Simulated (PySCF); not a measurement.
# Correlation energy of Cl²⁺ (chlorine, charge +2)

[Ne] 3s2 3p2 4s1, high-spin 4P determinant (an excited configuration). Computed with PySCF 2.14 in dyall-av3z, with scalar relativity by spin-free X2C-1e. Frozen: [Ne]; 5 electrons correlated; the 22 highest virtual orbitals of each spin left out.

MP2 pair energies summed by pair of shells (mhartree):

```
 pair  energy  share (%)
3s-3p  -46.34       49.6
3s-3s  -19.61       21.0
3s-4s  -11.45       12.3
3p-4s   -8.36        9.0
3p-3p   -7.59        8.1
```

Total MP2 correlation energy: -93.36 mhartree.

Same-spin part -21.77 and opposite-spin part -71.58 mhartree; SCS-MP2 scales them by 1/3 and 6/5 to -93.16 mhartree.
